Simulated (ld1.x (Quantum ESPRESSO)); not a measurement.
## Building the PAW potential for F (Z = 9) (PBE, non-relativistic).

ld1.x (Quantum ESPRESSO) 7.5 input, shortened:

```
&input
   title='F', zed=9., rel=0, dft='PBE', iswitch=3,
   config='[He] 2s2 2p5'
 /
 &inputp
   pseudotype=3, lpaw=.true., tm=.true., lloc=-1, rcloc=0.90,
   nlcc=.false.,
   which_augfun='PSQ', rmatch_augfun=0.35
 /
4
2S  1  0   2.00   0.00  0.50  0.65  0.0
2S  1  0   0.00   0.20  0.50  0.65  0.0
2P  2  1   5.00   0.00  1.55  1.70  0.0
2P  2  1   0.00   0.05  1.55  1.70  0.0
 &test
   configts(1)='2s2 2p5'
 /
```

All-electron outer shells of the reference configuration (PBE, non-relativistic, ld1.x):

```tsv
shell	level (eV)	outermost node (bohr)	outermost maximum (bohr)
2s	-29.82	0.24	0.76
2p	-11.12	–	0.71
```

Results:

* Cutoffs needed: 80 Ry and 110 Ry (the cutoffs (Ry, on a coarse ladder) from which the occupation-weighted sum of valence levels, in a spherical-Bessel basis at the reference potential, stays within 10 and 1 mRy of its value at 400 Ry)
* Ghost test: no extra level below or beside the all-electron valence levels (s, p, d, f tested) (spherical-Bessel basis up to 400 Ry, 20 bohr box)
* Largest excitation error: -261 meV (all-electron minus pseudo) for 2s2 2p1, out of 7 test configurations
* Lowest eigenvalue of the overlap operator: 0.54 (s channel)
* Density cutoff estimated by the generator: 2432 Ry

Generation and tests took about 1.1 s on one core of a shared server CPU.
